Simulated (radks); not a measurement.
Results of a calculation; reference values are marked as such.
Species: Zn+. Configuration: [Ar] 3d10 4s1. Level of theory: scalar-relativistic Kohn-Sham, SCAN, spin-unpolarised, spherical densities, finite nucleus; meta-GGA in the generalised Kohn-Sham scheme; Fermi nuclear charge, rms radius 3.9283 fm (a radial shooting solver on a logarithmic mesh with Libxc functionals).

Radial electron density D(r) = 4 pi r^2 rho(r):

| r (bohr) | D(r) (e/bohr) |
|---|---|
| 0.002536 | 1.470 |
| 0.002905 | 1.874 |
| 0.003355 | 2.416 |
| 0.003844 | 3.060 |
| 0.004404 | 3.858 |
| 0.005046 | 4.840 |
| 0.005827 | 6.118 |
| 0.006676 | 7.581 |
| 0.007649 | 9.326 |
| 0.008833 | 11.51 |
| 0.01012 | 13.89 |
| 0.01159 | 16.59 |
| 0.01339 | 19.74 |
| 0.01534 | 22.92 |
| 0.01758 | 26.17 |
| 0.02014 | 29.33 |
| 0.02326 | 32.35 |
| 0.02664 | 34.63 |
| 0.03052 | 36.13 |
| 0.03525 | 36.67 |
| 0.04039 | 36.14 |
| 0.04627 | 34.71 |
| 0.05344 | 32.62 |
| 0.06122 | 30.66 |
| 0.07014 | 29.39 |
| 0.08036 | 29.39 |
| 0.09281 | 31.11 |
| 0.1063 | 34.15 |
| 0.1218 | 37.81 |
| 0.1407 | 41.03 |
| 0.1612 | 42.09 |
| 0.1847 | 40.41 |
| 0.2133 | 35.71 |
| 0.2443 | 29.68 |
| 0.2799 | 23.95 |
| 0.3207 | 20.22 |
| 0.3704 | 19.35 |
| 0.4243 | 20.93 |
| 0.4862 | 23.29 |
| 0.5615 | 24.72 |
| 0.6433 | 23.90 |
| 0.737 | 20.98 |
| 0.8511 | 16.50 |
| 0.9751 | 12.07 |
| 1.117 | 8.280 |
| 1.28 | 5.467 |
| 1.478 | 3.464 |
| 1.693 | 2.276 |
| 1.94 | 1.525 |
| 2.241 | 1.006 |
| 2.567 | 0.6637 |
| 2.941 | 0.4133 |
| 3.397 | 0.2265 |
| 3.891 | 0.1131 |
| 4.458 | 0.04851 |
| 5.108 | 0.01742 |
| 5.899 | 0.004722 |
| 6.758 | 0.001087 |
| 7.743 | 0.0001930 |

D(r) has 3 maxima, at r = 0.0350, 0.160, 0.571 bohr, and minima at 0.0754, 0.359 bohr, inside which lie 2.10, 10.89 electrons.
